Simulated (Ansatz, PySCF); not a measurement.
Gas-phase reaction (SMILES): C[SiH](C)OC[SiH3] + C (CH4) + O (H2O) + 2 [SiH4] (SiH4) -> CO (CH4O) [methanol] + 3 C[SiH3] [methylsilane] + O[SiH3]; bond separation energy.

Geometries: B3LYP-D3(BJ)/def2-TZVP minima from Ansatz (a program for electronic structure), one conformer each, not searched for the lowest. Valence correlation only, unless marked. Spin-orbit coupling is left out. Non-relativistic. CBS(X,Y): correlation extrapolated as X^-3; Hartree-Fock from the larger set. [CCSD(T)-MP2]/basis is that difference in the basis named. Thermal terms are rigid-rotor harmonic-oscillator values from B3LYP-D3(BJ) frequencies (Ansatz or PySCF) at 298.15 K and 1 atm. 1 Eh = 627.5095 kcal/mol.

```tsv
species	E, RI-MP2/CBS(cc-pV(T+d)Z,cc-pV(Q+d)Z)+[CCSD(T)-MP2]/cc-pV(T+d)Z (Ansatz) (Eh)	E, B3LYP-D3(BJ)/def2-TZVPD (Ansatz + dftd3) (Eh)	H - E (Eh)
C[SiH](C)OC[SiH3]	-774.75469	-775.97461	0.15081
C (CH4)	-40.46125	-40.53958	0.04840
CO (CH4O)	-115.61425	-115.78119	0.05533
C[SiH3]	-330.73641	-331.26788	0.06602
O (H2O)	-76.37659	-76.46738	0.02495
O[SiH3]	-366.68646	-367.23056	0.04319
[SiH4] (SiH4)	-291.46100	-291.91976	0.03520
```

Q: Work out ΔE and ΔH at 298.15 K at the first level, then ΔH at the second.

A: 
1. ΔE = [(-115.61425) + 3×(-330.73641) + (-366.68646)] - [(-774.75469) + (-40.46125) + (-76.37659) + 2×(-291.46100)] = 0.00459 Eh = 2.9 kcal/mol at RI-MP2/CBS(cc-pV(T+d)Z,cc-pV(Q+d)Z)+[CCSD(T)-MP2]/cc-pV(T+d)Z.
2. The terms H - E add up to 0.00202 Eh, so ΔH = (0.00459 + (0.00202))×627.5095 = 4.1 kcal/mol.
3. At B3LYP-D3(BJ)/def2-TZVPD the same steps give ΔE = 3.6 and ΔH = 4.8 kcal/mol, a shift of +0.7 from the first level.
4. These values are not checked against measurement here, since the tables used lack a sound gas-phase enthalpy of formation for at least one species.
